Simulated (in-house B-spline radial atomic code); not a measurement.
Results of a calculation; reference values are marked as such.
**Mo in an electron gas of r_s = 3.6: phase shifts, screening and friction**

A nucleus sits in a uniform electron gas with a rigid positive background. The Kohn-Sham equations are solved self-consistently in the spin-unpolarised LDA (PW92), non-relativistic, on B-splines with outgoing waves at the boundary and partial waves to l = 8. The model has no lattice, no bands and no magnetic solution. Atomic units; δ_l are the phase shifts at the Fermi level, counted so that each bound state adds π, and good to about 0.0005. A narrow, partly filled d or f resonance in a thin gas would split by spin, so such rows rest on a solution that is probably unstable.

The density parameter is r_s = 3.6 bohr.

```json
{"l": "0", "δ_l (rad)": "12.6263"}
{"l": "1", "δ_l (rad)": "9.3488"}
{"l": "2", "δ_l (rad)": "5.1088"}
{"l": "3", "δ_l (rad)": "-0.0333"}
{"l": "4", "δ_l (rad)": "-0.0019"}
{"l": "5", "δ_l (rad)": "-0.0003"}
{"l": "6", "δ_l (rad)": "-0.0003"}
{"l": "7", "δ_l (rad)": "-0.0004"}
{"l": "8", "δ_l (rad)": "-0.0004"}
```

Bound levels below the band bottom (hartree): s -16.36, p -13.39, d -7.936, s -1.916, p -1.073 and deeper ones.

Task: Check the Friedel sum rule, and say where the screening charge sits.

Result: k_F = (9π/4)^(1/3)/r_s = 0.53310. The rule is Z = (2/π) Σ (2l + 1) δ_l. The terms are s 8.038, p 17.855, d 16.262, f -0.148 and -0.024 beyond, in all 41.983 against Z = 42. Bound states hold 8 s, 18 p, 10 d electrons, so the scattering states carry 5.98 in all; where a term is smaller than its bound count, the bound level has drawn weight out of the band.

Task: Find the transport cross section and the electronic stopping of a 10 keV Mo ion (mass 95.95 u).

Result: σ_tr = (4π/k_F²) Σ (l + 1) sin²(δ_l − δ_(l+1)). The terms for l = 0 to 3 are 0.0184, 1.5859, 2.4793, 0.0039, all together 4.0875, so σ_tr = 44.217 × 4.0875 = 180.741 bohr². With n = 3/(4π r_s³) = 0.005117, the friction coefficient is Q = n k_F σ_tr = 0.4930. For v well below v_F = 0.533, dE/dx = Q v; with 24801 eV per u at v = 1, v = √(10000/(24801 × 95.95)) = 0.0648, so dE/dx = 0.03196 hartree/bohr = 16.4 eV/nm. The largest term couples the d and f waves.
